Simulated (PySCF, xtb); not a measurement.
TeCl3, SMILES Cl[Te+](Cl)Cl, charge +1.

xtb with GFN2-xTB at its own geometry gives an orbital gap of 4.53 eV.

Geometry optimised at B3LYP-D3(BJ)/def2-SVP. The multiplicity is an assumed one; other spin states were not compared. The isomer is the one that the SMILES or the coordinates give; other isomers of the formula were not compared. The def2 effective core potentials stand for the cores of Te; spin–orbit coupling is left out.

Problem. What does r2SCAN/def2-TZVPD in PySCF give? (Estimate from the structure and the level; the computed values follow.)

Solution. gap 4.51 eV (levels -13.88 and -9.38 eV).
